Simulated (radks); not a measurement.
Values are calculated unless marked as measured or tabulated.
Question: These are the eigenvalues of the occupied orbitals of an atom or ion with whole-number occupations (eV). Level of theory: Dirac Kohn-Sham, BLYP, spin-unpolarised, spherical densities, finite nucleus; Fermi nuclear charge, rms radius of each element as measured or else 0.836 A^(1/3) + 0.57 fm (a radial shooting solver on a logarithmic mesh with Libxc functionals).

orbital  eigenvalue
1s1/2     -65420.66
2s1/2     -11374.06
2p1/2     -10876.67
2p3/2     -9684.195
3s1/2     -2768.733
3p1/2     -2547.591
3p3/2     -2291.950
3d3/2     -1916.632
3d5/2     -1860.847
4s1/2     -738.0100
4p1/2     -647.0991
4p3/2     -587.8723
4d3/2     -437.8251
4d5/2     -426.8124
5s1/2     -266.4635
4f5/2     -238.8590
4f7/2     -236.8029

Which element is it, and in what charge state? The configuration may be excited.

Answer: Z = 72, hafnium, charge +12: Hf12+ in [Kr] 4d10 4f(5/2: 6, 7/2: 6) 5s2. The list shows which subshells hold electrons but not how many an open one holds; the 1s level, -2404.2 hartree, gives Z - s = 69.3 by -(Z - s)^2/2, which with screening and relativity narrows Z to a few neighbours, and the depths of the outer levels then fix element, charge and occupations together.
